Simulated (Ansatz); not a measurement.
Calculation: frozen-core CCSD(T)/def2-TZVPP // PBE0-D3(BJ)/def2-SVP in Ansatz (an electronic-structure program).

Ansatz 0.2 input:
```yaml
crystal:
  periodic: [false, false, false]
  atoms:
    - { symbol: B, position_ang: [-2.140072, -0.072644, -0.288271] }
    - { symbol: Si, position_ang: [-1.29835, 1.551211, 0.542088] }
    - { symbol: Si, position_ang: [0.901632, 1.970764, -0.210898] }
    - { symbol: Si, position_ang: [2.223622, 0.081105, 0.243276] }
    - { symbol: Si, position_ang: [1.081188, -1.79307, -0.597587] }
    - { symbol: Si, position_ang: [-1.140948, -1.744252, 0.204023] }
    - { symbol: H, position_ang: [-2.109526, 0.05423, -1.510939] }
    - { symbol: H, position_ang: [-3.290432, -0.17135, 0.138687] }
    - { symbol: H, position_ang: [-1.107878, 1.538331, 2.045071] }
    - { symbol: H, position_ang: [-2.000843, 2.873547, 0.305628] }
    - { symbol: H, position_ang: [0.955972, 2.166813, -1.703611] }
    - { symbol: H, position_ang: [1.576531, 3.187954, 0.372303] }
    - { symbol: H, position_ang: [3.629602, 0.202676, -0.286924] }
    - { symbol: H, position_ang: [2.362605, -0.065492, 1.734534] }
    - { symbol: H, position_ang: [1.8735, -3.034142, -0.267214] }
    - { symbol: H, position_ang: [1.138991, -1.676066, -2.098438] }
    - { symbol: H, position_ang: [-0.937634, -2.018057, 1.680207] }
    - { symbol: H, position_ang: [-1.717955, -3.051556, -0.301936] }
basis:
  gaussian: { orbitals: def2-TZVPP }
correlation:
  method: ccsd_t
total_charge: -1
```

Output:

```
Functional definition: HF
2311 factors; integrals over basis functions are off by at most 1.5e-3 eV
mean field evaluation 1: about -40171.1660 eV, gradient 2.6e1 eV
mean field evaluation 2: about -40171.5404 eV, gradient 2.7e1 eV
mean field evaluation 4: about -40175.4107 eV, gradient 4.1e0 eV
mean field evaluation 8: about -40175.5002 eV, gradient 1.6e-1 eV
mean field evaluation 16: about -40175.5005 eV, gradient 1.6e-6 eV
mean field -40175.50047159 eV, -1476.4224103988 hartree, gradient 1.6e-6 eV, S^2 0.000000; 0 other end points of the search recorded, 0 dependent functions left out
26 core orbitals not correlated
reference -40175.50047159 eV, -1476.4224103988 hartree; 18, 18 occupied and 365, 365 virtual orbitals, 2311 factors
second order -21.04313526 eV of doubles, -0.00000000 eV of singles
cycle   1  -23.08092249 eV  change    -2.0e0 eV  update   1.3e-1
cycle   2  -23.88361763 eV  change   -8.0e-1 eV  update   4.0e-2
cycle   3  -23.97931053 eV  change   -9.6e-2 eV  update   1.6e-2
cycle   4  -23.97051070 eV  change    8.8e-3 eV  update   4.9e-3
cycle   5  -23.96696276 eV  change    3.5e-3 eV  update   1.6e-3
cycle   6  -23.96634640 eV  change    6.2e-4 eV  update   4.9e-4
cycle   7  -23.96632937 eV  change    1.7e-5 eV  update   1.4e-4
cycle   8  -23.96639431 eV  change   -6.5e-5 eV  update   5.4e-5
cycle   9  -23.96640394 eV  change   -9.6e-6 eV  update   2.0e-5
perturbative correction -1.05144309 eV, -0.0386398210 hartree
Total energy: -40200.51831862 eV, -1477.3417993195 hartree
```

Cost: about 2.9 core-hours (a rough figure).
